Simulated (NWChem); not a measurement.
# CH₄F₂Si; SMILES FC(F)[SiH3]

Give the equilibrium geometry at PBE0/def2-SVP (NWChem) as an XYZ file, with the point group.

point group Cs; any orientation.
```
8

F     -0.1441     1.1424     1.1006
C      0.3917     0.5513     0.0000
F     -0.1441     1.1424    -1.1006
Si    -0.0459    -1.3222     0.0000
H      1.4775     0.7652     0.0000
H      0.5355    -1.9479    -1.2226
H      0.5355    -1.9479     1.2226
H     -1.5296    -1.4490     0.0000
```
